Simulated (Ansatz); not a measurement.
A geometry relaxed with B3LYP-D3(BJ)/def2-SVP run with Ansatz (a first-principles code), charge 0, multiplicity 1:

```xyz
13

C     -1.8695     0.2057     0.0004
H      3.0318    -0.9179    -0.0176
H     -1.8225    -1.9602    -0.0675
C     -1.0733     1.3628     0.0393
C     -1.2398    -1.0361    -0.0365
B      2.4413     0.1354     0.0120
C      0.8885     0.1394     0.0073
N      0.2528     1.3415     0.0429
C      0.1564    -1.0657    -0.0327
H     -2.9590     0.2897    -0.0007
H      3.0505     1.1717     0.0449
H      0.6931    -2.0167    -0.0607
H     -1.5502     2.3504     0.0688
```

**Question.** Write the SMILES of this molecule.

**Answer.** `Bc1ccccn1`
